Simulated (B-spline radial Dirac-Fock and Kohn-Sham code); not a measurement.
# K-line shifts caused by a second vacancy in Re⁶⁺

System: Re⁶⁺, configuration [Xe] 4f14 5d1.

Input of the calculation (task.json; shells as n, l, electrons):

```json
{"items": [{
  "Z": 75,
  "q": 6,
  "cfg": [[1, 0, 2], [2, 0, 2], [2, 1, 6], [3, 0, 2], [3, 1, 6], [3, 2, 10], [4, 0, 2], [4, 1, 6], [4, 2, 10], [4, 3, 14], [5, 0, 2], [5, 1, 6], [5, 2, 1]],
  "A": 187,
  "rrms": 5.3698,
  "do": ["binding", "quiet", "double"]
}]}
```

Run with: `python xray_run.py task.json out`

Model: relaxed Dirac-Fock hole states (ΔSCF) with Breit and QED corrections and a finite nucleus. Program: a B-spline atomic structure program. Each two-hole energy is an average over J within one jj subconfiguration, not an observable level; in light atoms, where LS coupling holds, the j-resolved values are not observed lines, and for a K spectator the Kα1 hypersatellite is nearly forbidden. Correlation and solid-state effects are left out.

Lines without a spectator: Kα2 (K-L2) 59713.0 eV, Kα1 (K-L3) 61136.5 eV, Kβ3 (K-M2) 68987.8 eV, Kβ1 (K-M3) 69300.7 eV. Shifts in eV with one spectator hole (a dash: not computed, or left out as unreliable):

```csv
spectator hole,Kα2,Kα1,Kβ3,Kβ1
K (1s),+1001.3,+1079.3,+1297.1,+1315.3
L2 (2p1/2),+128.4,+173.7,–,+328.8
L3 (2p3/2),+95.7,+105.5,+245.4,–
M2 (3p1/2),–,+27.58,+52.8,+62.6
M3 (3p3/2),+14.79,–,+44.4,+45.1
M4 (3d3/2),+4.96,+1.59,–,–
M5 (3d5/2),-0.51,+3.63,–,–
```
